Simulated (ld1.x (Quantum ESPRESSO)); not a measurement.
The numbers below are computed, except where a source is named.
## Potentials for He (Z = 2) compared

Generated with ld1.x 7.5 (TM, RRKJ, ultrasoft, PAW), atompaw 4.2 or ONCVPSP 4.0.1. The cutoff is in Ry: for ld1.x and atompaw files where the sum of valence levels is converged to 10 mRy in a Bessel basis, for ONCV files where the hardest occupied wave has 1 mHa per electron of residual kinetic energy. The error is the largest all-electron minus pseudo excitation energy over each file’s own four to seven test configurations (ionisations up to +4, promotions, holes and added fractions of an electron), all of which were solved. The labels leave out finer settings (local radius, basis sizes, second energies), which also bear on the numbers. Spin-polarised tests are not counted. The rows are a selection from randomly drawn settings: files with unsolved tests, undetermined cutoffs or missed reference levels are left out.

```tsv
potential	cutoff (Ry)	largest error (meV)	bound ghosts
PAW, LDA (PZ), scalar-relativistic, rc 0.50/0.50 (sp), local smoothed, core correction no, reference 1s2	120	-0.5	none
TM, LDA (PZ), non-relativistic, rc 0.50/0.50 (sp), local s, core correction no, reference 1s2	160	+2.2	none
PAW, PW91, non-relativistic, rc 0.80 (s), local smoothed, core correction no, reference 1s2	55	-0.9	none
TM, PBEsol, fully relativistic, rc 0.60/0.65 (sp), local s, core correction no, reference 1s2	140	+4.5	none
TM, PBEsol, scalar-relativistic, rc 0.45/0.40 (sp), local s, core correction no, reference 1s1	180	+2.1	none
RRKJ, PBEsol, scalar-relativistic, rc 0.60/0.55 (sp), local s, core correction no, reference 1s1	120	+4.6	none
```

Fill in the row for He: PAW, PBE, non-relativistic, rc 0.75/0.70 (sp), local smoothed, core correction no, reference 1s2.

cutoff 70 Ry, largest error -0.4 meV, bound ghosts: none.
